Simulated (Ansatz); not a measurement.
Species: CCl, net charge 0, doublet state. 
Geometry from a B3LYP-D3(BJ)/def2-TZVP (Ansatz, a program for electronic structure) optimisation:
```xyz
2

C      0.0000     0.0000    -1.2243
Cl     0.0000     0.0000     0.4321
```
Charge 0, spin multiplicity 2.

Property: vertical ionisation energy (to the singlet state of charge +1; each state is the SCF solution reached for its spin; for the singlet the Hartree-Fock reference is unstable and T1 is 0.034), in eV. Correlated levels leave the core frozen unless marked. Open shells are spin-unrestricted. Spin-orbit coupling is left out. No relativistic terms. CBS(X,Y): correlation extrapolated as X^-3; Hartree-Fock from the larger set.

```tsv
level	program	vertical ionisation energy (eV)
PBE0/def2-TZVPD	Ansatz	9.34
wB97M-V/def2-TZVPD	Ansatz	9.08
CCSD/def2-SVPD	Ansatz	___
CCSD/aug-cc-pV(Q+d)Z	Ansatz	___
CCSD/def2-QZVPPD	Ansatz	___
CCSD(T)/CBS(aug-cc-pV(T+d)Z,aug-cc-pV(Q+d)Z)	Ansatz	9.08
```

Complete the blanks.


- CCSD/def2-SVPD, vertical ionisation energy (eV): 9.02
- CCSD/aug-cc-pV(Q+d)Z, vertical ionisation energy (eV): 9.17
- CCSD/def2-QZVPPD, vertical ionisation energy (eV): 9.15
